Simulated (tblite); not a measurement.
CaF (SMILES [F][Ca+]), charge +1, singlet, geometry from GFN2-xTB (such geometries of metal compounds can be far from the true shape); GFN1-xTB (tblite 0.6.0).

The tblite input:
```
$ tblite run mol.xyz --method gfn1 --charge 1 --spin 0 --guess eeq --json tblite.json --no-restart

# file mol.xyz
2

Ca    -0.00000000    -0.00000000    -0.61305209
F      0.00000000     0.00000000     1.36233797
```

It wrote (shortened):

```
xTB calculator
 | screened Coulomb repulsion
 | Coulomb electrostatics
 |  * isotropic Klopman-Ohno-Mataga-Nishimoto electrostatics
 |  * onsite third-order electrostatics
 | DFT-D3(BJ) dispersion correction

halogen bonding energy    0.0000000000000E+00 Eh
repulsion energy          3.3122680369973E-03 Eh
dispersion energy        -1.9964120308304E-04 Eh
number of electrons       8.0000000000000E+00 e
integral cutoff           4.0000000000000E+01 bohr

------------------------------------------------------------
  cycle        total energy    energy error   density error
------------------------------------------------------------
      1     -4.592640273108  -4.5957529E+00   6.5282791E-01
      2     -5.139148877426  -5.4650860E-01   6.3503640E-01
      3     -5.235258140640  -9.6109263E-02   4.6330340E-01
      4     -4.944802538250   2.9045560E-01   1.4243103E+00
      5      5.233878529621   1.0178681E+01   2.5333903E+00
      6      8.216105878472   2.9822273E+00   2.8768499E+00
      7     -5.293618546846  -1.3509724E+01   3.2571703E-01
      8     -1.232889585697   4.0607290E+00   1.6906356E+00
      9     -5.120547723584  -3.8876581E+00   6.3057991E-01
     10     -5.351460894337  -2.3091317E-01   6.6775777E-02
     11     -5.272131958821   7.9328936E-02   2.6018695E-01
     12     -5.289183238883  -1.7051280E-02   2.7418318E-01
     13     -5.330124753046  -4.0941514E-02   1.4511760E-01
     14     -5.340167198672  -1.0042446E-02   1.3769001E-01
     15     -5.333095932933   7.0712657E-03   1.4248454E-01
     16     -5.347035790316  -1.3939857E-02   1.0746070E-01
     17     -5.345533758627   1.5020317E-03   1.0097684E-01
     18     -5.355205192706  -9.6714341E-03   5.7478123E-02
     19     -5.352856682334   2.3485104E-03   6.5303379E-02
     20     -5.357876283574  -5.0196012E-03   2.2417585E-02
     21     -5.356256852371   1.6194312E-03   3.8895276E-02
     22     -5.358143393981  -1.8865416E-03   9.8589704E-03
     23     -5.357434022666   7.0937132E-04   2.4166654E-02
     24     -5.357996422119  -5.6239945E-04   1.3127552E-02
     25     -5.357773025971   2.2339615E-04   1.8130670E-02
     26     -5.357966251875  -1.9322590E-04   1.3849244E-02
     27     -5.357868748498   9.7503377E-05   1.6110768E-02
     28     -5.358069862514  -2.0111402E-04   1.1203864E-02
     29     -5.357999504360   7.0358155E-05   1.3204340E-02
     30     -5.358141539379  -1.4203502E-04   1.0170496E-02
     31     -5.358106350589   3.5188790E-05   1.1183892E-02
     32     -5.358120856439  -1.4505850E-05   1.0913459E-02
     33     -5.358120776223   8.0216560E-08   1.0916308E-02
     34     -5.358116354106   4.4221170E-06   1.0739078E-02
     35     -5.358154678617  -3.8324512E-05   6.8448913E-03
     36     -5.358159420178  -4.7415604E-06   3.4034169E-03
     37     -5.358164108902  -4.6887249E-06   8.0430481E-04
     38     -5.358164174991  -6.6088090E-08   9.7329688E-05
     39     -5.358164185806  -1.0815630E-08   1.8320067E-05
------------------------------------------------------------

electronic energy        -5.3612768126401E+00 Eh
total energy             -5.3581641858062E+00 Eh

Post processing:
 | Mayer-Wiberg bond orders

[Info] JSON dump of results written to 'tblite.json'
```
